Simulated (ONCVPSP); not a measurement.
What one change does to a pseudopotential (carbon (C), ONCV)

ONCVPSP 4.0.1 input, shortened (lines: element, Z, core and valence counts, functional; n l f; lmax; l rc ep ncon nbas qcut; lloc lpopt rc5 dvloc0; l nproj debl; icmod fcfact rcfact), LDA (Perdew-Zunger), scalar-relativistic:

```
  C 6.00    1    2        3      upf
    1    0    2.00
    2    0    2.00
    2    1    2.00
    2
    0    0.90    0.00    3    7    5.80
    1    2.00    0.00    4    8    5.80
    2    2.10    0.39    4    7    5.00
    4    5    0.70    3.00
    0    1    1.10
    1    2    0.70
    2    2    1.00
    3    1.75    1.00
```

All-electron outer shells of the reference configuration (LDA (Perdew-Zunger), scalar-relativistic, ld1.x):

```json
{"shell": "1s", "level (eV)": "-270.81", "outermost node (bohr)": "–", "outermost maximum (bohr)": "0.18"}
{"shell": "2s", "level (eV)": "-13.64", "outermost node (bohr)": "0.38", "outermost maximum (bohr)": "1.22"}
{"shell": "2p", "level (eV)": "-5.42", "outermost node (bohr)": "–", "outermost maximum (bohr)": "1.19"}
```

Change: all radii but the core radius scaled by about 1.25 (s 1.12, p 2.50, d 2.64 bohr); local potential polynomial inside 0.88 bohr (lpopt 5, dvloc0 3 Ha).

Cutoffs: the cutoffs (Ha) at which the residual kinetic energy of the hardest occupied pseudo-wave falls to 1 and 0.1 mHa per electron; they do not see the model core or the augmentation charge, which bear on the density cutoff. Errors are all-electron minus pseudo energies relative to the spin-unpolarised reference configuration.

Problem. How do hardness, ghosts and transferability respond?

Solution. The potential gets neither clearly harder nor softer (20 Ha and 83 Ha → 17 Ha and 91 Ha); the s channel sets the loose cutoff, while the largest relative change is in p, which becomes softer; of the 4 tests that both files solve, the error grows in 4 and shrinks in 0 by more than 15 % and 0.3 meV (median size 207.9 → 355.5 meV); neither file shows a bound ghost. More of the atom is replaced by a form fitted at one configuration, so other configurations suffer.

```csv
quantity,base,changed
"cutoff, loose",20 Ha,17 Ha
"cutoff, tight",83 Ha,91 Ha
loose cutoff by channel,"s 20 Ha, p 13 Ha","s 17 Ha, p 11 Ha"
bound ghosts,none,none
GHOST(+) flags under 300 eV,none,none
"error for 2s2 2p1, meV [ΔE 10.99 eV]",+43,+80
"error for 2s2 2p0, meV [ΔE 35.25 eV]",+373,+631
"error for 2s1 2p0, meV [ΔE 83.22 eV]",+822,+1290
"error for 2s2 2p1.5, meV [ΔE 4.03 eV]",+6.4,+13
"rms error of d²Exc/dni dnj with the model core, mHa",2.55,2.27
```
